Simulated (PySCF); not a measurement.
PySCF input file for C2H4NO, SMILES C[N]C=O (connectivity only; charge and spin as stated), charge -1, multiplicity 1, B3LYP-D3(BJ)/def2-SVPD. Coordinates come from a B3LYP-D3(BJ)/def2-SVPD optimisation. A frequency run showed that this geometry is not a minimum. The spin state was assumed, not searched. The isomer is the one that the SMILES or the coordinates give; other isomers of the formula were not compared. Other conformers were not sampled.

```python
import numpy as np
from pyscf import gto, scf, dft, df
from pyscf.hessian import thermo

mol = gto.M(
    atom='''
    C    -0.36715656    1.41782831    0.00000000
    N     0.75404386    0.50552278    0.00000000
    C     0.46182689   -0.77805391   -0.00000000
    O    -0.65186983   -1.38103677    0.00000000
    H    -0.33312994    2.08771207   -0.88511226
    H    -0.33312994    2.08771208    0.88511225
    H    -1.35254405    0.91248078    0.00000000
    H     1.38743360   -1.41691666   -0.00000000
    ''',
    basis='def2-SVPD',
    charge=-1,
    spin=0,
    max_memory=1600,
    verbose=3,
)
mf = dft.RKS(mol, xc='b3lyp').density_fit(auxbasis='def2-universal-jkfit')
mf.disp = 'd3bj'
mf.grids.level = 3
mf.conv_tol = 1e-11
mf.max_cycle = 100
mf.kernel()

# [left out here: the lines that compute and print the analytic Hessian (its translational invariance restored by hand, since the grid's response is missing), thermochemistry and intensities]
```

Log of the run:

```
converged SCF energy = -208.486183536117

WARN: DFTD3 does not support analytical Hessian, using finite difference


WARN: Mole.unit (angstrom) is changed to Bohr

Mode                                 0                   1                   2
Irrep
Freq [cm^-1]                     -124.4631            314.6667            440.8348
Reduced mass [au]                   1.0778              3.7293              2.2220
Force const [Dyne/A]               -0.0098              0.2176              0.2544
Char temp [K]                    -179.0746            452.7354            634.2632
Normal mode                   x     y     z       x     y     z       x     y     z
       0   C                 0.00 -0.00 -0.01    0.05  0.15  0.00   -0.00 -0.00  0.04
       1   N                -0.00  0.00 -0.04   -0.08  0.00 -0.00    0.00 -0.00 -0.14
       2   C                -0.00  0.00 -0.01   -0.03 -0.01  0.00    0.00  0.00  0.13
       3   O                 0.00 -0.00  0.05    0.04 -0.15 -0.00   -0.00  0.00 -0.06
       4   H                 0.31  0.37  0.29    0.16  0.15  0.00   -0.13  0.12  0.13
       5   H                -0.31 -0.37  0.29    0.16  0.15 -0.00    0.13 -0.12  0.13
       6   H                -0.00  0.00 -0.53   -0.05  0.33  0.00   -0.00 -0.00  0.12
       7   H                 0.00  0.00 -0.06    0.03  0.07  0.00   -0.00 -0.00  0.54
Mode                                 3                   4                   5
Irrep
Freq [cm^-1]                      783.9682            975.6658            992.3076
Reduced mass [au]                   4.0117              4.7582              1.7160
Force const [Dyne/A]                1.4527              2.6687              0.9956
Char temp [K]                    1127.9557           1403.7659           1427.7097
Normal mode                   x     y     z       x     y     z       x     y     z
       0   C                 0.04 -0.01  0.00    0.13 -0.14 -0.00    0.00 -0.00  0.02
       1   N                 0.12  0.09 -0.00   -0.13  0.03  0.00   -0.00  0.00 -0.05
       2   C                -0.11  0.08 -0.00   -0.05  0.10 -0.00   -0.00  0.00  0.18
       3   O                -0.04 -0.12  0.00    0.03  0.01  0.00    0.00  0.00 -0.05
       4   H                -0.16 -0.01 -0.01    0.18 -0.11  0.01    0.07 -0.08 -0.04
       5   H                -0.16 -0.01  0.01    0.18 -0.11 -0.01   -0.07  0.08 -0.04
       6   H                 0.19 -0.29 -0.00    0.07 -0.04  0.00    0.00 -0.00 -0.04
       7   H                -0.12  0.07  0.00    0.03  0.21  0.00    0.00  0.00 -0.72
Mode                                 6                   7                   8
Irrep
Freq [cm^-1]                     1118.4118           1133.1624           1341.1377
Reduced mass [au]                   1.3196              1.6370              3.4835
Force const [Dyne/A]                0.9725              1.2385              3.6916
Char temp [K]                    1609.1455           1630.3684           1929.5986
Normal mode                   x     y     z       x     y     z       x     y     z
       0   C                -0.00 -0.00 -0.13   -0.10 -0.08  0.00   -0.01 -0.01  0.00
       1   N                 0.00  0.00  0.06    0.10  0.01 -0.00   -0.01  0.11 -0.00
       2   C                -0.00  0.00  0.03   -0.03  0.07 -0.00    0.14 -0.07 -0.00
       3   O                -0.00 -0.00 -0.00   -0.01 -0.03  0.00   -0.13 -0.04 -0.00
       4   H                -0.37  0.39  0.16    0.37 -0.05  0.05    0.18  0.02  0.03
       5   H                 0.37 -0.39  0.16    0.37 -0.05 -0.05    0.18  0.02 -0.03
       6   H                -0.00  0.00  0.26   -0.35  0.42 -0.00    0.06 -0.13 -0.00
       7   H                -0.00  0.00 -0.21   -0.05  0.03  0.00    0.31  0.22  0.00
Mode                                 9                  10                  11
Irrep
Freq [cm^-1]                     1362.6900           1391.2858           1454.7371
Reduced mass [au]                   1.3787              1.1927              1.0927
Force const [Dyne/A]                1.5084              1.3602              1.3624
Char temp [K]                    1960.6074           2001.7505           2093.0427
Normal mode                   x     y     z       x     y     z       x     y     z
       0   C                -0.08  0.09 -0.00   -0.01 -0.01  0.00   -0.04 -0.04 -0.00
       1   N                -0.00 -0.07  0.00   -0.04  0.09 -0.00    0.01 -0.04 -0.00
       2   C                -0.02  0.05  0.00    0.04 -0.01 -0.00   -0.04  0.00 -0.00
       3   O                 0.02  0.01  0.00    0.01 -0.01 -0.00    0.02  0.01 -0.00
       4   H                 0.34 -0.22 -0.18    0.19  0.03  0.03    0.13  0.49  0.37
       5   H                 0.34 -0.22  0.18    0.19  0.03 -0.03    0.13  0.49 -0.37
       6   H                 0.24 -0.49 -0.00    0.08 -0.18  0.00    0.12 -0.30  0.00
       7   H                 0.05  0.13 -0.00   -0.46 -0.71  0.00    0.05  0.11  0.00
Mode                                12                  13                  14
Irrep
Freq [cm^-1]                     1466.1546           1641.5413           2778.1159
Reduced mass [au]                   1.0479              7.3562              1.0749
Force const [Dyne/A]                1.3272             11.6790              4.8876
Char temp [K]                    2109.4701           2361.8124           3997.0902
Normal mode                   x     y     z       x     y     z       x     y     z
       0   C                 0.00  0.00 -0.06   -0.00 -0.01 -0.00   -0.00  0.00  0.00
       1   N                -0.00  0.00 -0.01    0.02  0.12 -0.00   -0.00  0.00 -0.00
       2   C                 0.00 -0.00 -0.00   -0.14 -0.18  0.00   -0.06  0.05 -0.00
       3   O                -0.00 -0.00 -0.00    0.07  0.05  0.00   -0.00 -0.00 -0.00
       4   H                 0.46  0.07  0.06    0.11 -0.06 -0.05   -0.00 -0.01  0.02
       5   H                -0.46 -0.07  0.06    0.11 -0.06  0.05   -0.00 -0.01 -0.02
       6   H                -0.00  0.00  0.72   -0.00 -0.04 -0.00    0.02  0.01  0.00
       7   H                -0.00 -0.00  0.02    0.10  0.12 -0.00    0.78 -0.56  0.00
Mode                                15                  16                  17
Irrep
Freq [cm^-1]                     2908.6516           2925.4007           2990.0235
Reduced mass [au]                   1.0359              1.1001              1.0965
Force const [Dyne/A]                5.1634              5.5471              5.7758
Char temp [K]                    4184.9021           4209.0003           4301.9781
Normal mode                   x     y     z       x     y     z       x     y     z
       0   C                -0.02  0.05  0.00    0.00 -0.00  0.09   -0.07 -0.06  0.00
       1   N                -0.00  0.00 -0.00    0.00 -0.00 -0.00   -0.00  0.00 -0.00
       2   C                -0.00 -0.01  0.00    0.00  0.00  0.00   -0.00 -0.00  0.00
       3   O                 0.00  0.00 -0.00   -0.00 -0.00 -0.00    0.00  0.00  0.00
       4   H                -0.03 -0.37  0.53    0.04  0.41 -0.53    0.00  0.12 -0.19
       5   H                -0.03 -0.37 -0.53   -0.04 -0.41 -0.53    0.00  0.12  0.19
       6   H                 0.30  0.17  0.00   -0.00 -0.00  0.03    0.79  0.42  0.00
       7   H                -0.03  0.02  0.00    0.00 -0.00  0.00   -0.01  0.00  0.00
temperature 298.1500 [K]
pressure 101325.00 [Pa]
Rotational constants [GHz] 20.93764 6.40540 5.05999
Symmetry number 1
Zero-point energy (ZPE) 0.05928 [Eh]   155626.718 [J/mol]
                           tot       elec      trans        rot        vib
Entropy [J/mol/K]       270.135      0.000    159.399     99.057     11.679
Cv [J/mol/K]             48.327      0.000     12.472     12.472     23.384
Cp [J/mol/K]             56.642      0.000     20.786     12.472     23.384
Internal energy [J/mol]                      3718.434   3718.434 158043.904
Internal energy [Eh]   -208.42316  -208.48618
Enthalpy [J/mol]                             6197.391   3718.434 158043.904
Enthalpy [Eh]          -208.42221
Gibbs free energy [J/mol]                  -41327.512 -25815.356 154561.821
Gibbs free energy [Eh] -208.45289
static polarisability / bohr^3: [[50.492 -1.901  0.   ]
 [-1.883 63.466 -0.   ]
 [ 0.     0.    36.708]]
largest difference of analytic and finite-field dipole derivatives / e: 0.001643909410132871
mode   freq/cm-1   IR/(km/mol)   Raman/(A^4/amu)   depolarisation
   1     -124.46         0.093             0.830            0.750
   2      314.67        16.700             3.984            0.169
   3      440.83        15.177             3.850            0.750
   4      783.97         6.708             2.594            0.380
   5      975.67        12.161             3.819            0.279
   6      992.31         0.025             2.461            0.750
   7     1118.41         2.456             0.160            0.750
   8     1133.16        25.368             3.613            0.666
   9     1341.14        97.816            26.758            0.414
  10     1362.69        60.189            11.943            0.082
  11     1391.29        11.423            14.708            0.675
  12     1454.74         3.599            10.238            0.686
  13     1466.15         0.478            12.009            0.750
  14     1641.54       681.911             9.862            0.556
  15     2778.12       367.065           283.829            0.337
  16     2908.65       222.434           327.211            0.056
  17     2925.40       144.563           240.048            0.750
  18     2990.02        61.321            77.971            0.659
max |gradient| / (hartree/bohr): 4.9505712001674275e-05
APT charges: [ 0.4064 -0.9528  1.0609 -1.0267 -0.1291 -0.1291 -0.06   -0.1696]
```

Self-consistency was reached. The end point has an imaginary mode, so it is no minimum.

Cost: very roughly 3 core-minutes.
